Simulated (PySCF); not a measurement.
N-methyl-N-silylethenamine (C₃H₉NSi), SMILES C=CN(C)[SiH3]. Atoms are numbered in the order given.

```xyz
14

C      1.7304    -1.2345     0.4235
C      1.3117     0.0402     0.3285
N      0.0307     0.4880     0.0184
C     -0.2459     1.8969     0.2683
Si    -1.2240    -0.6394    -0.4822
H      1.0635    -2.0921     0.3004
H      2.7809    -1.4464     0.6250
H      2.0340     0.8506     0.4890
H     -1.2096     2.1813    -0.1768
H     -0.2896     2.1345     1.3477
H      0.5322     2.5353    -0.1862
H     -0.7329    -1.4743    -1.6140
H     -1.6477    -1.5602     0.6159
H     -2.3864     0.1908    -0.9003
```
Charge 0, spin multiplicity 1.

Geometry: B3LYP-D3(BJ)/def2-SVP. The values are those of a single conformer.

Computed with PySCF with SMD-M06-2X/6-31G*.

Solvation free energies are E(SMD) − E(gas) at the gas-phase geometry, for 1 M in both phases. In vacuum the dipole moment is 1.29 D.

**Question.** Estimate the solvation free energies in water, diethylether, N,N-dimethylformamide. (An estimate is asked for; the answer gives what the named calculation found.)

**Answer.** 
```csv
solvent,ΔG(solv) (kcal/mol),its non-electrostatic (CDS) part,dipole (D)
water,1.6,4.9,1.84
diethylether,-3.1,-0.9,1.65
"N,N-dimethylformamide",-2.4,0.8,1.83
```
